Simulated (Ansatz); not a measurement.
Ideal-gas functions of `C#C[SiH](O)F` at 600 K and 1 bar, from an Ansatz frequency run at PBE0-D4/def2-TZVP.

Molar mass 90.13 g/mol, point group C1 (symmetry number 1), electronic degeneracy 1, moments of inertia 75.376, 171.543, 223.943 u Å². Harmonic wavenumbers (cm⁻¹, unscaled): 130, 165, 235, 310, 381, 412, 632, 741, 745, 782, 842, 876, 895, 978, 2170, 2318, 3463, 3924.

Use S(trans) = R[1.5 ln M + 2.5 ln T − 1.1517]; rotational temperatures θ = 24.2544 K / I; S(rot) = R[ln(√π/σ · √(T³/θAθBθC)) + 1.5]; for each mode x = 1.438777 ν̃/T, S = R[x/(eˣ − 1) − ln(1 − e⁻ˣ)] and H = RT x/(eˣ − 1); 1 cm⁻¹ = 0.0119627 kJ/mol; R = 8.31446 J/(mol·K).

Task: By hand: the entropy, in J/(mol·K).

Result: Translation 179.5. Rotation: θ = 0.3218, 0.1414, 0.1083 K, giving 119.1. Vibration, mode by mode: 18.04, 16.08, 13.19, 10.97, 9.35, 8.75, 5.61, 4.55, 4.51, 4.21, 3.75, 3.52, 3.40, 2.90, 0.28, 0.21, 0.02, 0.01, in all 109.4. Electronic 0.0. Sum 408.0 J/(mol·K).

Task: By hand: H − E and G − E in kJ/mol, counted from the electronic energy.

Result: Zero-point energy ½ × 19999 × 0.0119627 = 119.6; thermal vibration 34.7; translation, rotation and pV give 4 RT = 20.0. H − E = 174.3 kJ/mol, and G − E = 174.3 − 600 × 408.0/1000 = -70.5 kJ/mol.

Vibration gives 27 % of the entropy, 18.0 J/(mol·K) of it from the mode under 150 cm⁻¹: soft modes count most, and the harmonic formula is weakest for them. The sum counts one conformer and one mirror image; others add a mixing term.
